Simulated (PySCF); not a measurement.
Working with the constants of AlI

RHF-CCSD(T) constants of AlI, ¹Σ⁺ (singlet), closed shell (Al def2-TZVPP, I def2-TZVPP with ECP28; scalar-relativistic core potentials (PySCF 2.14); masses 26.9815 and 126.9045 u):

```
ωe              : 320.1 cm⁻¹
ωexe            : 0.972 cm⁻¹
Be              : 0.117 cm⁻¹
αe              : 0.000542 cm⁻¹
D (centrifugal) : 6.25e-08 cm⁻¹
De to Al + I    : 3.87 eV
```

Task: Give the band origin of the fundamental and the first lines of its P and R branches.

Result: ν0 = ωe − 2ωexe = 318.2 cm⁻¹, B0 = 0.11673, B1 = 0.11619 cm⁻¹.

```tsv
J″	P(J″) − ν0	R(J″) − ν0
0		0.232
1	-0.233	0.464
2	-0.468	0.694
3	-0.704	0.923
4	-0.940	1.151
5	-1.178	1.378
6	-1.417	1.604
```

Task: Near which J would the R branch turn back, without centrifugal distortion?

Result: At J ≈ (B0 + B1)/(2(B0 − B1)) − 1 ≈ 210.

Measured values (Huber and Herzberg, Constants of Diatomic Molecules (1979)): ωe = 316.1 cm⁻¹, ωexe = 1.0 cm⁻¹, Be = 0.11769985 cm⁻¹, αe = 0.000558586 cm⁻¹.

Correlated steps freeze 9 core orbitals. These are scalar-relativistic numbers at best; spin–orbit coupling would shift them, the dissociation energy most. Where the molecule has an RHF reference, its open-shell atoms are computed with UHF.
